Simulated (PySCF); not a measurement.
H₄F₂SSi₂, SMILES F[SiH](F)S[SiH3], singlet at its PBE0/def2-SVP optimised geometry (Å):

```
9

Si    -1.4506     0.3614     3.0340
S     -1.3595    -1.3706     1.7256
Si    -0.5722    -0.4498     0.0000
F     -1.0025     1.1090     0.0000
F      1.0389    -0.4498     0.0000
H     -0.1633     1.1091     3.0000
H     -2.5807     1.2518     2.6540
H     -1.6820    -0.2169     4.3859
H     -1.0389    -1.1090    -1.2338
```

Computed with PBE0/def2-TZVP (PySCF).

Map of the LUMO amplitude (bohr^(-3/2)) on the plane z = 0.6 Å; orbital energy -0.48 eV, overall sign arbitrary:

```
|-----------------------------|
|-----------------------------|
|-----------------------------|
|-----------------------------|
|----------:::----------------|
|---------::::::--------------|
|--------:::::::--------------|
|--------:::::::--------------|
|---------:::::---------------|
|-----------------------------|
|-----------------------------|
|-----------------------------|
|------::::--:------==--------|
|-----:::....:::---====-------|
|-----::.    .:::--====-------|
|----::..    .::--------------|
|----::..   .:----:::---------|
|-----::..::-=++=-:::---------|
|==-------=+*##*+=--:---------|
|====--==+*#%@%#*+=-----------|
|======+*#%@@@@%#*+==---------|
|=====+*#%@@@@@%#*+====-------|
|====++*#%@@@@%##*++===-------|
|====++*##%%%%%#**++====------|
|====++**######**++=====------|
|====+++***##***+++====-------|
|-====++++****++++=====-------|
|-=====+++++++++======--------|
|--=======+++========---------|
```
Scale: ten equal steps from -0.053 (start of ' ') to 0.094 (end of '@'), in the order ' .:-=+*#%@'; x runs from -3.50 to 3.50, y from -3.50 (bottom) to 3.50 (top).
